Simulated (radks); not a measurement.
All-electron atom: Pr IV in [Xe] 4f2 (the NIST ground configuration). Calculated with a radial shooting solver on a logarithmic mesh with Libxc functionals: non-relativistic Kohn-Sham, r2SCAN, spin-polarised, spherical densities, point nucleus; open shells are filled with parallel spins first (spin-orbit coupling, left out, can overturn this in heavy ions); meta-GGA in the generalised Kohn-Sham scheme; relativity is left out, which matters for an element this heavy.

Radial electron density D(r) = 4 pi r^2 rho(r):

| r (bohr) | D(r) (e/bohr) | spin D(r) |
|---|---|---|
| 0.0009759 | 1.554 | 0.00000359 |
| 0.001127 | 2.036 | 0.00000471 |
| 0.001291 | 2.621 | 0.00000606 |
| 0.001491 | 3.415 | 0.00000789 |
| 0.001708 | 4.369 | 0.0000101 |
| 0.001957 | 5.568 | 0.0000128 |
| 0.002261 | 7.166 | 0.0000165 |
| 0.00259 | 9.048 | 0.0000208 |
| 0.002991 | 11.51 | 0.0000265 |
| 0.003427 | 14.35 | 0.0000329 |
| 0.003926 | 17.76 | 0.0000407 |
| 0.004534 | 22.06 | 0.0000503 |
| 0.005195 | 26.79 | 0.0000608 |
| 0.005999 | 32.51 | 0.0000733 |
| 0.006873 | 38.52 | 0.0000862 |
| 0.007874 | 44.98 | 0.0000996 |
| 0.009094 | 52.05 | 0.000114 |
| 0.01042 | 58.60 | 0.000125 |
| 0.01203 | 64.92 | 0.000135 |
| 0.01379 | 69.82 | 0.000141 |
| 0.01579 | 73.21 | 0.000142 |
| 0.01824 | 74.81 | 0.000137 |
| 0.0209 | 74.37 | 0.000128 |
| 0.02413 | 72.23 | 0.000114 |
| 0.02765 | 69.49 | 0.0000983 |
| 0.03168 | 67.26 | 0.0000767 |
| 0.03658 | 66.98 | 0.0000348 |
| 0.04191 | 69.80 | -0.0000527 |
| 0.04841 | 76.33 | -0.000258 |
| 0.05546 | 84.83 | -0.000645 |
| 0.06354 | 93.36 | -0.00131 |
| 0.07338 | 99.30 | -0.00234 |
| 0.08407 | 99.65 | -0.00345 |
| 0.09631 | 94.54 | -0.00401 |
| 0.1112 | 85.66 | -0.00236 |
| 0.1274 | 78.32 | 0.00437 |
| 0.1472 | 75.94 | 0.0226 |
| 0.1686 | 79.57 | 0.0583 |
| 0.1932 | 85.26 | 0.122 |
| 0.2231 | 86.72 | 0.232 |
| 0.2556 | 79.10 | 0.388 |
| 0.2952 | 62.59 | 0.616 |
| 0.3382 | 45.57 | 0.893 |
| 0.3875 | 34.50 | 1.22 |
| 0.4475 | 32.45 | 1.58 |
| 0.5127 | 36.16 | 1.88 |
| 0.5921 | 38.76 | 2.09 |
| 0.6783 | 35.74 | 2.12 |
| 0.7771 | 28.18 | 2.01 |
| 0.8975 | 19.26 | 1.77 |
| 1.028 | 13.20 | 1.48 |
| 1.188 | 10.03 | 1.15 |
| 1.361 | 8.768 | 0.826 |
| 1.559 | 7.646 | 0.533 |
| 1.8 | 5.889 | 0.284 |
| 2.062 | 3.922 | 0.127 |
| 2.382 | 2.099 | 0.0396 |
| 2.729 | 0.9495 | 0.00780 |
| 3.126 | 0.3458 | 0.0000573 |
| 3.611 | 0.09169 | -0.000487 |
| 4.137 | 0.02004 | -0.000142 |
| 4.777 | 0.002927 | -0.0000112 |
| 5.473 | 0.0003418 | 0.00000263 |

D(r) has 4 maxima, at r = 0.0188, 0.0795, 0.213, 0.592 bohr, and minima at 0.0346, 0.144, 0.430 bohr, inside which lie 1.98, 11.37, 29.08 electrons.
